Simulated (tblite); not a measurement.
Compound: C3H9BF2N2.
Numbering: `[CH2:1]=[C:2]([B@@H-:3]([NH2:4])[NH3+:5])[CH:6]([F:7])[F:8]` (hydrogens: H9, H10 on C1; H11 on B3; H12, H13 on N4; H14, H15, H16 on N5; H17 on C6)
Bond orders are those of one Lewis drawing.

Computed with GFN2-xTB (tblite), gas phase: L-BFGS steps from a force-field or distance-geometry start until the largest atomic force falls under 0.01 eV/Å.

Step 1: E = -748.5168 eV
```
atom  x, y, z in Å  |  force x, y, z in eV/Å
C1      1.2416    0.6026    1.0662    0.343   0.724   0.754
C2      0.7984   -0.1179    0.0656   -0.439  -0.136  -0.150
B3     -0.7629   -0.2581   -0.1922   -0.204  -1.009   0.101
N4     -1.4088   -0.8214    1.0662    0.118   0.195   0.020
N5     -1.3406    1.2063   -0.4732   -0.323   0.436  -0.091
C6      1.7234   -0.8530   -0.8332   -0.064   0.376   0.614
F7      3.0017   -0.6139   -0.4023    0.141  -0.443  -0.965
F8      1.5568   -0.3389   -2.1036    0.585  -0.538   0.292
H9      2.2942    0.7124    1.3101   -0.304   0.069   0.119
H10     0.4972    1.1064    1.6787    0.480  -0.070   0.055
H11    -0.9676   -0.9393   -1.1373   -0.246  -0.100  -0.530
H12    -1.4774   -1.8358    1.0349   -0.359   0.576   0.203
H13    -2.2709   -0.3627    1.3343   -0.060  -0.584   0.022
H14    -2.2649    1.2423   -0.0394    0.234   0.216  -0.085
H15    -0.7137    1.9255   -0.0969   -0.285  -0.290  -0.068
H16    -1.4308    1.3022   -1.4815    0.058   0.157   0.129
H17     1.5172   -1.9450   -0.8064    0.324   0.421  -0.422
```

Step 2: E = -748.6255 eV
```
atom  x, y, z in Å  |  force x, y, z in eV/Å
C1      1.2490    0.6175    1.0804   -0.411  -0.333  -0.645
C2      0.7924   -0.1177    0.0675   -0.033   0.611   0.867
B3     -0.7691   -0.2888   -0.1912   -0.095  -0.176   0.045
N4     -1.4090   -0.8180    1.0686    0.327   0.320  -0.004
N5     -1.3517    1.2249   -0.4782    0.103  -0.545   0.066
C6      1.7226   -0.8382   -0.8163   -0.063  -0.297   0.082
F7      3.0033   -0.6260   -0.4277    0.418  -0.214  -0.573
F8      1.5721   -0.3534   -2.0957    0.408  -0.291   0.089
H9      2.2854    0.7140    1.3130    0.290   0.141   0.216
H10     0.5097    1.1044    1.6797    0.095   0.217   0.413
H11    -0.9737   -0.9410   -1.1500   -0.258  -0.184  -0.513
H12    -1.4862   -1.8177    1.0398   -0.310  -0.090   0.214
H13    -2.2695   -0.3791    1.3339   -0.407  -0.246   0.119
H14    -2.2558    1.2471   -0.0428   -0.398   0.251   0.174
H15    -0.7229    1.9155   -0.0997    0.132   0.176   0.165
H16    -1.4287    1.3054   -1.4738   -0.020   0.216  -0.467
H17     1.5253   -1.9369   -0.8175    0.221   0.444  -0.247
```

Step 3: E = -748.6856 eV
```
atom  x, y, z in Å  |  force x, y, z in eV/Å
C1      1.2459    0.6191    1.0765    0.093   0.270   0.274
C2      0.7895   -0.1076    0.0826   -0.227  -0.248  -0.292
B3     -0.7736   -0.3069   -0.1902    0.040   0.216  -0.124
N4     -1.4043   -0.8115    1.0698    0.070   0.107   0.163
N5     -1.3557    1.2261   -0.4798    0.157  -0.632   0.006
C6      1.7212   -0.8351   -0.8067   -0.002  -0.188  -0.062
F7      3.0104   -0.6353   -0.4491    0.438  -0.118  -0.322
F8      1.5859   -0.3651   -2.0904    0.224  -0.130   0.009
H9      2.2856    0.7169    1.3178    0.172   0.116   0.130
H10     0.5173    1.1068    1.6866    0.031   0.254   0.434
H11    -0.9807   -0.9447   -1.1641   -0.198  -0.153  -0.350
H12    -1.4953   -1.8099    1.0455   -0.210  -0.180   0.213
H13    -2.2750   -0.3911    1.3355   -0.359  -0.123   0.081
H14    -2.2574    1.2534   -0.0418   -0.436   0.236   0.161
H15    -0.7255    1.9131   -0.0986    0.157   0.173   0.168
H16    -1.4280    1.3102   -1.4769   -0.035   0.199  -0.394
H17     1.5327   -1.9263   -0.8268    0.085   0.200  -0.094
```

Task: Estimate the geometry and energy of step 4. (The exact step hangs on the optimiser's Hessian estimate; all steps are aligned on step 3, rigid shifts and turns removed.)

Result: E = -748.7284 eV, largest force 0.434 eV/Å
```
atom  x, y, z in Å  |  force x, y, z in eV/Å
C1      1.2463    0.6255    1.0794    0.038   0.186   0.229
C2      0.7847   -0.1057    0.0874    0.045  -0.230  -0.272
B3     -0.7763   -0.3174   -0.1926   -0.001   0.313  -0.218
N4     -1.4016   -0.8060    1.0748   -0.135  -0.107   0.197
N5     -1.3569    1.2186   -0.4821    0.029  -0.309   0.052
C6      1.7207   -0.8339   -0.8005    0.208  -0.072  -0.174
F7      3.0226   -0.6442   -0.4701    0.296  -0.054  -0.117
F8      1.5996   -0.3759   -2.0864    0.067   0.016  -0.120
H9      2.2879    0.7210    1.3233    0.106   0.094   0.066
H10     0.5233    1.1130    1.6992    0.040   0.224   0.370
H11    -0.9891   -0.9496   -1.1799   -0.141  -0.084  -0.137
H12    -1.5053   -1.8063    1.0533   -0.100  -0.123   0.202
H13    -2.2840   -0.4023    1.3376   -0.259  -0.041   0.016
H14    -2.2650    1.2618   -0.0387   -0.121   0.180  -0.025
H15    -0.7254    1.9133   -0.0953   -0.017  -0.070   0.040
H16    -1.4279    1.3169   -1.4841   -0.035   0.153  -0.131
H17     1.5392   -1.9167   -0.8350   -0.018  -0.076   0.022
```

The energy changes by -0.0428 eV. The first-order estimate −F·Δx gives -0.0613 eV and the mean of the old and new forces, exact on a quadratic surface, -0.0428 eV. The step makes an angle of 45° with the force vector and moves no atom by more than 0.026 Å.

What follows is the cost of the whole relaxation. Time: 1.0 s. Hardware: one thread of an Arm Neoverse V1, shared host.
